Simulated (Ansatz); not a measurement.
Coupled-cluster diagnostics for the cluster ZrAl6⁺, Ansatz.

Geometry of the doublet (B3LYP-D4/def2-SVP):

Cartesian coordinates in Å:
```
Zr 0.396 2.328 0.172
Al 0.838 0.085 1.749
Al -0.799 -1.861 1.054
Al 0.169 -1.850 -1.328
Al 1.819 0.099 -0.675
Al -1.701 0.594 0.726
Al -0.720 0.605 -1.698
```

In the def2 sets Zr takes a core potential; there is no spin–orbit coupling. Correlated methods freeze 30 core orbitals; core or outer-core shells of Zr are correlated, in sets that lack core-valence functions. Another isomer (doublet) lies 0.10 eV lower at PBE0-D4/def2-TZVP.

Geometry of the charge 1 quartet (B3LYP-D4/def2-SVP):

```
atom   x (Å)   y (Å)   z (Å)
 Zr1  -1.978  -0.831  -0.765
 Al2  -0.585   1.436  -0.081
 Al3   1.192   0.585   1.837
 Al4   2.038   0.806  -0.584
 Al5   0.174  -0.017  -2.277
 Al6  -1.274  -0.377   1.858
 Al7   0.433  -1.601   0.012
```

(1) Estimate the CCSD(T) correlation energy, the shares of MP2 and (T), T1 and the reference's ⟨S²⟩ for: charge 1, doublet, own geometry in def2-SVP; charge 1, quartet, own geometry in def2-SVP; and the rough time on 4 threads of Arm Neoverse V2 on a shared host.

Results:

(1) 
```csv
state,basis,correlation (eV),MP2 share (%),(T) share (%),T1,⟨S²⟩ (pure),wall time,remarks
"charge 1, doublet, own geometry",def2-SVP,-19.236,87.4,9.9,0.088,2.01 (0.75),56 s,"large T1, spin-contaminated"
"charge 1, quartet, own geometry",def2-SVP,-19.153,87.7,10.0,0.099,4.75 (3.75),59 s,"large T1, spin-contaminated"
```
Customary marks for T1 are 0.02 (closed shells), 0.045 (open shells) and about 0.05 (3d metals). T1 exceeds 0.02 in 2 of 2 rows and 0.045 in 2; the higher it lies, the less the single-reference result can be trusted.
